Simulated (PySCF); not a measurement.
## Ionising NaI

r²SCAN; Na aug-cc-pVDZ, I aug-cc-pVDZ-PP with ECP28; scalar-relativistic core potentials (PySCF 2.14). Neutral (UKS): singlet (closed shell), Re = 2.744 Å, ωe = 249 cm⁻¹, De = 3.36 eV, HOMO -5.05 eV, LUMO -1.72 eV.

NaI⁺ (UKS): doublet (π ↑), Re = 3.152 Å, ωe = 128 cm⁻¹, De = 0.44 eV to Na⁺ + I. The energies at the minima are -458.16332 hartree for NaI and -457.86773 for NaI⁺.

Task: Work out the adiabatic ionisation energy, without and with harmonic zero-point energies (1 hartree = 27.2114 eV, 1 eV = 8065.5 cm⁻¹), and the change of the bond length.

Result: At r²SCAN: 0.29559 hartree = 8.043 eV between the minima; the zero-point term (128.0 − 249.0)/2 cm⁻¹ = -0.008 eV makes it 8.036 eV. Re changes by +40.8 pm against the neutral. Minus the HOMO energy is 5.05 eV, -2.99 eV from the value between the minima; self-interaction puts the Kohn–Sham level too high, less so with exact exchange. The electron leaves a π orbital, and the ion is left as a loose complex of an ion and an atom.

NaI⁻ (UKS): doublet (σ ↑), Re = 2.949 Å, ωe = 170 cm⁻¹, De = 0.94 eV to Na + I⁻. The energies at the minima are -458.16332 hartree for NaI and -458.19716 for NaI⁻.

Task: Work out the adiabatic electron affinity, without and with harmonic zero-point energies (1 hartree = 27.2114 eV, 1 eV = 8065.5 cm⁻¹), and the change of the bond length.

Result: At r²SCAN: 0.03384 hartree = 0.921 eV between the minima; the zero-point term (249.0 − 170.0)/2 cm⁻¹ = +0.005 eV makes it 0.926 eV. Re changes by +20.5 pm against the neutral. The electron enters a σ orbital; in so polar a molecule the change of length follows mostly from the change of the ionic charges.

Weak bonds: NaI⁺. Basis-set superposition, not corrected here, can be much of De in a small basis, most of all at correlated wavefunction levels. Spin–orbit coupling is left out, which matters for elements this heavy, above all for dissociation energies. For an ion De counts to the pair picked by the measured ionisation energies or electron affinities, which need not be the lowest pair at this level. The highest Kohn–Sham level is positive in this anion. Much of that is self-interaction error, but it also means that the finite basis helps to hold the extra electron. States were picked by a PBE0 search and need not be the measured ground states.
